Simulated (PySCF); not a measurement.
Constitutional and geometric isomers with formula H6OSi3. All species are isolated molecules in the gas phase. One relaxed conformer stands for each flexible species; it need not be the lowest. Strings in code marks are SMILES.

Quantity: electronic energy of isomers of H6OSi3 relative to `O1[SiH2][SiH2][SiH2]1`, in kcal/mol.

Case: `O/[SiH]=[SiH]\[SiH3]` (H–O–Si–Si torsion 156°). Geometry of `O/[SiH]=[SiH]\[SiH3]` (neutral, multiplicity 1, Å):

```xyz
10

O      1.6752     1.7015    -0.1048
Si     1.6358     0.1075     0.2829
Si     0.1067    -1.2691    -0.4806
Si    -1.9516    -0.1890    -0.2367
H      2.5192     2.1588    -0.0414
H      3.0050    -0.3076     0.7120
H      0.2557    -2.3882     0.5057
H     -2.4757    -0.1908     1.1557
H     -2.9744    -0.8405    -1.0995
H     -1.7960     1.2174    -0.6934
```

### Question
Give the electronic energy of isomers of H6OSi3 relative to `O1[SiH2][SiH2][SiH2]1` at the level r2SCAN-D4/def2-TZVP (PySCF).

### Answer
46.8 kcal/mol.
